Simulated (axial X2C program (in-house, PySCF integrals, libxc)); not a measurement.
What spin–orbit coupling does to BrCl

All values were computed with an in-house all-electron X2C program for linear molecules (integrals from PySCF). Spin-free means the one-electron spin-free X2C Hamiltonian; two-component (2c) means X2C with spin–orbit coupling and atomic mean-field two-electron Coulomb and Gaunt terms, so the difference of the two also holds small scalar two-electron terms. Basis: Br dyall-cv4z [10s10p7d5f3g], Cl dyall-av4z [10s9p4d3f2g] (cores contracted in-house); Gaussian nuclei, density fitting, unrestricted open shells. Masses: Br 78.918 u, Cl 34.969 u.

Spin-free state: M_S = 0, Λ = 0 (closed shell); fragments Br + Cl.

```
  level  Re (Å)  ωe (cm⁻¹)  De (eV)  μ (D)
   PBE0   2.133      459.2    2.416  -0.52
     HF   2.124      486.5    0.736  -0.56
    MP2   2.131      464.2    2.487    n/a
   CCSD   2.142      453.8    2.147    n/a
CCSD(T)   2.150      441.5    2.328    n/a
    LDA   2.132      450.5    3.320  -0.49
    M06   2.139      454.8    2.403  -0.66
    PBE   2.161      429.1    2.663  -0.52
```

Correlated methods: 14 electrons correlated (number of frozen shells: Br 3 s, 2 p, 1 d; Cl 2 s, 1 p), 348 virtual spin orbitals or spinors in MP2, 180 natural virtuals in coupled cluster.

Dipoles are positive if Cl is the positive end.

Two-component determinant lowest at the distance of the search:

Ω = 0 (closed shell); fragments Br + Cl.

| level | Re (Å) | ωe (cm⁻¹) | De (eV) | μ (D) |
| --- | --- | --- | --- | --- |
| PBE0 | 2.135 | 456.1 | 2.327 | -0.54 |
| HF | 2.126 | 483.9 | 0.526 | -0.59 |
| MP2 | 2.132 | 461.6 | 2.320 | n/a |
| CCSD | 2.143 | 451.2 | 1.983 | n/a |
| CCSD(T) | 2.151 | 438.8 | 2.167 | n/a |
| LDA | 2.134 | 446.8 | 3.137 | -0.51 |
| M06 | 2.141 | 451.8 | 2.229 | -0.68 |
| PBE | 2.164 | 425.4 | 2.573 | -0.55 |

From the two tables, how do the constants change at the CCSD(T) level (2c against spin-free)?

At the CCSD(T) level Re goes up by 0.001 Å and ωe falls by 2.7 cm⁻¹; De changes by -0.161 eV.

The state is one determinant whose occupation by symmetry is held fixed; it was picked as the lowest of a PBE0 search that is not exhaustive. The closed shell is kept restricted, so the energy runs too high when the bond is stretched far. De is counted from the lowest determinant-based energies of the atoms at the same level, without counterpoise correction. Coupled cluster ran in a truncated set of natural virtual spinors; the MP2 energy of the rest was added. (T) has no such correction and the atoms are truncated less, which lowers De at CCSD(T) by a hundredth of an eV or more. A 2c atom that is not at its ground J level misses part of its spin–orbit lowering, and De is too large by that part (0.04 eV or less for light atoms). This holds for PBE0, PBE. The functionals have no current-density term, which raises determinants with orbital currents, atoms included.
